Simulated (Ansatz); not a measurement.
Ideal-gas functions of CH₄BrOSi (`CO[SiH]Br`) radical at 800 K and 1 bar, from an Ansatz frequency run at PBE0-D4/def2-TZVP.

Molar mass 140.03 g/mol, point group C1 (symmetry number 1), electronic degeneracy 2, moments of inertia 64.4, 279.66, 334.456 u Å². Harmonic wavenumbers (cm⁻¹, unscaled): 68, 90, 174, 280, 415, 656, 733, 799, 1154, 1181, 1210, 1478, 1495, 1496, 2181, 3036, 3106, 3139.

Use S(trans) = R[1.5 ln M + 2.5 ln T − 1.1517]; rotational temperatures θ = 24.2544 K / I; S(rot) = R[ln(√π/σ · √(T³/θAθBθC)) + 1.5]; for each mode x = 1.438777 ν̃/T, S = R[x/(eˣ − 1) − ln(1 − e⁻ˣ)] and H = RT x/(eˣ − 1); 1 cm⁻¹ = 0.0119627 kJ/mol; R = 8.31446 J/(mol·K).

**Question.** By hand: the entropy, in J/(mol·K).

**Answer.** Translation 191.0. Rotation: θ = 0.3766, 0.0867, 0.0725 K, giving 125.7. Vibration, mode by mode: 25.79, 23.46, 18.01, 14.11, 10.94, 7.41, 6.59, 5.98, 3.59, 3.46, 3.32, 2.27, 2.22, 2.21, 0.82, 0.23, 0.21, 0.20, in all 130.8. Electronic 5.8. Sum 453.3 J/(mol·K).

**Question.** By hand: H − E and G − E in kJ/mol, counted from the electronic energy.

**Answer.** Zero-point energy ½ × 22691 × 0.0119627 = 135.7; thermal vibration 47.9; translation, rotation and pV give 4 RT = 26.6. H − E = 210.2 kJ/mol, and G − E = 210.2 − 800 × 453.3/1000 = -152.4 kJ/mol.

Vibration gives 29 % of the entropy, 49.3 J/(mol·K) of it from the modes under 150 cm⁻¹: soft modes count most, and the harmonic formula is weakest for them. The sum counts one conformer and one mirror image; others add a mixing term.
